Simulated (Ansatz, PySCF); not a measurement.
Molecule: sum formula HSiO, charge 0, multiplicity 2. It need not be the lowest isomer of its formula. SMILES: O=[SiH]
Geometry: optimised at B3LYP-D3(BJ)/def2-TZVP (Ansatz, a first-principles code).

Quantity: vertical ionisation energy (to the singlet state of charge +1; each state is the SCF solution reached for its spin; for the singlet the Hartree-Fock reference is unstable and T1 is 0.034), in eV. Correlated levels leave the core frozen unless marked. UHF or UKS for open shells. No spin-orbit coupling. Non-relativistic. Basis-set limits of correlation are two-point, X^-3; Hartree-Fock from the larger set. [CCSD(T)-MP2]/basis is that difference in the basis named.

```
level                                                          program  vertical ionisation energy (eV)  minus last row
-------------------------------------------------------------  -------  -------------------------------  --------------
wB97X-V/def2-TZVPD                                              Ansatz                             9.93            0.25
RI-MP2/def2-TZVPPD                                              Ansatz                             9.50           -0.18
RI-MP2/CBS(def2-TZVPPD,def2-QZVPPD)                             Ansatz                             9.56           -0.12
CCSD(T)/def2-SVPD                                               Ansatz                             9.51           -0.17
CCSD(T)/def2-QZVPPD                                             Ansatz                             9.64           -0.04
RI-MP2/CBS(def2-TZVPPD,def2-QZVPPD)+[CCSD(T)-MP2]/def2-TZVPPD   Ansatz                             9.66           -0.02
CCSD(T)/CBS(aug-cc-pV(T+d)Z,aug-cc-pV(Q+d)Z)                    Ansatz                             9.68            0.00
```

For comparison, minus the highest occupied orbital energy (PySCF): 10.75 eV at HF/def2-TZVPD, 7.66 eV at MN15/def2-TZVPD, 8.65 eV at CAM-B3LYP/def2-TZVPD.
